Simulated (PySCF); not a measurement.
Structure with atom numbers: `[CH3:1][c:2]1[cH:3][cH:4][c:5]([OH:6])[c:7]([CH3:8])[cH:9]1`. Each H is labelled by its parent atom.

- σ from GIAO-PBE0/pcSseg-1
- coordinates at the PBE0-D3(BJ)/def2-SVP level
- code: PySCF 2.14
- averaged over atoms made equivalent by symmetry, fast rotation or ring inversion, in vacuum, a single conformation, no relativistic terms

Predict the 2D correlation tables (HSQC, COSY, HMBC).

Results:



HSQC (one-bond C–H):
```
          δH          δC
7.10 (H(C9))  137.2 (C9)
6.90 (H(C3))  132.6 (C3)
6.32 (H(C4))  115.0 (C4)
2.26 (H(C1))   22.3 (C1)
2.25 (H(C8))   19.1 (C8)
```

COSY cross peaks (H two or three bonds apart, from the bond graph; peaks can be absent where the dihedral angle is near 90°):
```
          δH            δH
6.90 (H(C3))  6.32 (H(C4))
```

HMBC (two and three bonds, from the bond graph):
```
          δH                                                                    δC
7.10 (H(C9))  157.9 (C5), 132.9 (C2), 132.6 (C3), 128.8 (C7), 22.3 (C1), 19.1 (C8)
6.90 (H(C3))             157.9 (C5), 137.2 (C9), 132.9 (C2), 115.0 (C4), 22.3 (C1)
6.32 (H(C4))                        157.9 (C5), 132.9 (C2), 132.6 (C3), 128.8 (C7)
2.26 (H(C1))                                    137.2 (C9), 132.9 (C2), 132.6 (C3)
2.25 (H(C8))                                    157.9 (C5), 137.2 (C9), 128.8 (C7)
```

Scale: ¹H (σ = 31.27 ppm) and ¹³C (σ = 184.41 ppm) vs TMS (reference shieldings calculated alike).

Short H···H contacts in this conformer between protons four or more bonds apart (candidates for NOE cross peaks, intensity ∝ r⁻⁶): H(C8)···H(C9) 2.38 Å, H(C1)···H(C3) 2.40 Å, H(C1)···H(C9) 2.70 Å.

OH and NH positions are those of a molecule without intermolecular hydrogen bonds; in solution they move with solvent, concentration and temperature, and exchange usually removes their couplings. Shifts are as computed. Against solution values, carbons near 30 ppm lie about +2 ppm off and those near 130 ppm about +5 ppm. Of 1211 compounds with measured shifts, 218 miss one by over three times the rms of a fit or turn the order of signals round; such compounds aren't used in these exercises.
